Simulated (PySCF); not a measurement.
FGeH3S3, SMILES [F][Ge]([SH])([SH])[SH]. Heavy atoms are numbered as in [F:1][Ge:2]([SH:3])([SH:4])[SH:5]. Hydrogens are named by the atom that carries them.

The structure is a stationary point at B3LYP-D3(BJ)/def2-SVP. This is a generated structure with no PubChem entry under its InChIKey; it may be hypothetical. Other conformers were not sampled.

The numbers are results of PySCF with PBE0/pcSseg-1, not measurements.

GIAO shieldings, no solvent; atoms alike by connectivity are averaged. δ = σ(ref) − σ: ¹⁹F against CFCl3 (σ = 167.2 ppm); ⁷³Ge against GeH4 (σ = 1658.3 ppm); ³³S against H2S (σ = 716.7 ppm); ¹H against TMS (σ = 31.56 ppm), references at their B3LYP-D3(BJ)/def2-TZVP geometries, non-relativistic.

### Question
Estimate the chemical shifts. (An estimate is asked for; the answer gives what the named calculation found.)

### Answer

```json
[
 {"nucleus": "¹⁹F", "atoms": "F1", "count": "1", "δ (ppm)": "-85.7"},
 {"nucleus": "⁷³Ge", "atoms": "Ge2", "count": "1", "δ (ppm)": "515.2"},
 {"nucleus": "³³S", "atoms": "S3 (SH)", "count": "3", "δ (ppm)": "105.7"},
 {"nucleus": "¹H", "atoms": "H on S3", "count": "3", "δ (ppm)": "2.21"}
]
```
